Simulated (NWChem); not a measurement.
System: Br anion

NWChem input:

```
start job
memory heap 200 mb stack 900 mb global 1100 mb
charge -1
geometry units angstroms noautosym nocenter noautoz
  Br     0.000000     0.000000     0.000000
end
basis spherical
  * library aug-cc-pvdz
end
dft
  xc hfexch
  iterations 150
end
property
  response 1 0.0
end
task dft property
```

Static field.

### Question
What results follow from this input? (Hartree-Fock/aug-cc-pVDZ.) Quantities: basis functions; isotropic polarisability (bohr³); anisotropy (bohr³).

### Answer
The number of basis functions comes out as 36, the isotropic polarisability (bohr³) comes out as 29.4 and the anisotropy (bohr³) is 0.0.
